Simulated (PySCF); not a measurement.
These compounds are isomers of formula C7H11OP.

A. `C=C/C(OC)=P\C1CC1`
B. SMILES C=C[C@@H]1C[P@]1(=O)C(=C)C
C. `c1c(C(C)C)oc(C)p1`

Spectrum 1. $^{13}$C{$^{1}$H} NMR (computed): δ 144.4 (C), 144.3 (CH), 143.3 (CH2), 121.9 (CH2), 36.2 (CH), 20.8 (CH3), 20.6 (CH2).

Spectrum 2. $^{13}$C{$^{1}$H} NMR (computed): δ 201.4 (C), 176.3 (C), 122.7 (CH), 34.3 (CH), 26.7 (CH3), 21.6 (CH3).

Spectrum 3. $^{13}$C{$^{1}$H} NMR (computed): δ 224.5 (C), 137.5 (CH), 119.9 (CH2), 59.6 (CH3), 9.0 (CH2), 8.8 (CH).

- NMR shieldings at PBE0/pcSseg-1/GIAO
- structure optimised with GFN2-xTB
- run in PySCF 2.14.0 with density-fitted response routines
- no solvent, non-relativistic, one computed conformer, rapidly exchanging positions averaged

Chemical shifts δ = σref − σ; $^{13}$C (186.93 ppm) vs TMS, all at this level. Splittings of carbon signals by F and P are missing where no couplings were computed. Shifts are as computed. Against solution values, carbons near 30 ppm lie about +3 ppm off and those near 130 ppm about +5 ppm. Of 1211 compounds with measured shifts, 218 miss one by over three times the rms of a fit or turn the order of signals round; such compounds aren't used in these exercises.

Q: Match each spectrum to its structure.

A: 1–B, 2–C, 3–A.

- Spectrum 1 (B): 7 $^{13}$C signals; δC 144.4 is a fully substituted alkene carbon; δC 144.3 is an alkene CH.
- Spectrum 2 (C): 6 $^{13}$C signals; δC 34.3 is an sp3 CH on an aromatic ring; δC 26.7 is a methyl carbon.
- Spectrum 3 (A): 6 $^{13}$C signals; δC 137.5 is an alkene CH; δC 119.9 is a terminal =CH2 carbon.
